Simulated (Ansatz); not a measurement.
One change: `C=C([SiH3])CC` becomes `BC(=C)CC`.

Ansatz, PBE0-D4/def2-TZVP geometries, multiplicity 1. Each molecule was computed in one conformer, which needn't be the lowest.

```tsv
property	`C=C([SiH3])CC`
LUMO energy (B3LYP/def2-TZVPP) / eV	-0.47
size of the dipole moment (ωB97M-V/def2-TZVPP) / D	0.87
size of the dipole moment (B3LYP/def2-TZVPP) / D	0.86
LUMO energy (PBE0/def2-TZVPP) / eV	-0.26
LUMO energy (PBE/def2-TZVPP) / eV	-1.27
HOMO energy (ωB97M-V/def2-TZVPP) / eV	-9.82
```

(1) What does the change do to each property? (Estimate.)

## Answers

(1) The calculation gave: 
```csv
property,`BC(=C)CC`,shift
LUMO energy (B3LYP/def2-TZVPP) / eV,-2.14,-1.67
size of the dipole moment (ωB97M-V/def2-TZVPP) / D,1.14,0.27
size of the dipole moment (B3LYP/def2-TZVPP) / D,1.18,0.32
LUMO energy (PBE0/def2-TZVPP) / eV,-1.94,-1.68
LUMO energy (PBE/def2-TZVPP) / eV,-2.93,-1.66
HOMO energy (ωB97M-V/def2-TZVPP) / eV,-10.13,-0.31
```

With PBE0 the HOMO falls by 0.33 eV and the LUMO falls by 1.68 eV, so the gap narrows by about 1.35 eV. PBE moves the HOMO by -0.41 eV and ωB97M-V by -0.31 eV. Dipoles are sizes alone; their direction can turn.

B3LYP here is the variant with VWN-RPA as its local correlation; programs differ in this.
